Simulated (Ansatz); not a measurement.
C3H11NOSn (SMILES C[O][Sn]([CH3])([CH3])[NH2]), singlet, at a GFN2-xTB geometry (such geometries of metal compounds can be far from the true shape) (all electrons, no relativity), with bond 9-1 at 2.4 times its length; Ansatz (a first-principles code) with SC-NEVPT2/STO-3G, CASSCF(2,4).

Here is a job for Ansatz.
Ansatz 0.2 input:
```yaml
crystal:
  periodic: [false, false, false]
  atoms:
    - {symbol: C, position_ang: [2.64551812, -0.42774250, -0.72588208]}
    - {symbol: O, position_ang: [1.30790355, -0.77795271, -0.88051862]}
    - {symbol: Sn, position_ang: [-0.29270489, 0.06380600, 0.06950807]}
    - {symbol: C, position_ang: [-0.04956952, 2.24483228, 0.18148561]}
    - {symbol: C, position_ang: [-1.91056493, -0.83763574, -1.06883797]}
    - {symbol: N, position_ang: [-0.36228894, -0.66283792, 1.98873289]}
    - {symbol: H, position_ang: [2.84119332, 0.60888170, -1.01581412]}
    - {symbol: H, position_ang: [3.00032965, -0.57277088, 0.29981517]}
    - {symbol: H, position_ang: [4.03034577, -1.99913158, -2.30237246]}
    - {symbol: H, position_ang: [-0.88780348, 2.66796661, 0.72082235]}
    - {symbol: H, position_ang: [-0.01551816, 2.65612650, -0.82157852]}
    - {symbol: H, position_ang: [0.87230027, 2.48572937, 0.70149556]}
    - {symbol: H, position_ang: [-2.31111232, -0.12147508, -1.77695547]}
    - {symbol: H, position_ang: [-2.69239837, -1.15060148, -0.38723234]}
    - {symbol: H, position_ang: [-1.51776393, -1.69437958, -1.60370229]}
    - {symbol: H, position_ang: [0.38968028, -0.32557562, 2.57952664]}
    - {symbol: H, position_ang: [-0.30569997, -1.67495046, 2.01339759]}
basis:
  gaussian:
    orbitals: STO-3G
magnetization: {spin_polarized: false}
correlation: {method: sc_nevpt2, electrons: all, active_space: {window: {electrons: 2, orbitals: 4}}}
```

It wrote (shortened):

```
Functional definition: HF
865 factors; integrals over basis functions are off by at most 4.0e-5 eV
mean field evaluation 1: about -168955.0829 eV, gradient 3.2e1 eV
mean field evaluation 2: about -168955.2517 eV, gradient 3.2e1 eV
mean field evaluation 4: about -168961.2225 eV, gradient 6.3e0 eV
mean field evaluation 8: about -168961.4603 eV, gradient 2.7e-1 eV
mean field evaluation 16: about -168957.7560 eV, gradient 6.1e-2 eV
mean field -168961.46078697 eV, -6209.2191577298 hartree, gradient 1.8e-6 eV, S^2 0.000000; 1 other end points of the search recorded, 0 dependent functions left out; unrestricted orbitals would lower it
reference -168961.46078697 eV, -6209.2191577298 hartree; 47, 47 occupied and 16, 16 virtual orbitals, 865 factors
state -168966.07067228 eV, -6209.3885678900 hartree
state -168966.07067228 eV, -6209.3885678900 hartree; corrected -168973.17837948 eV, -6209.6497713118 hartree
WARN: 2 active orbitals are nearly empty or full. The corrections depend on them more than the energy does, and are more stable in an active space without them
Total energy: -168973.17837948 eV, -6209.6497713118 hartree
```
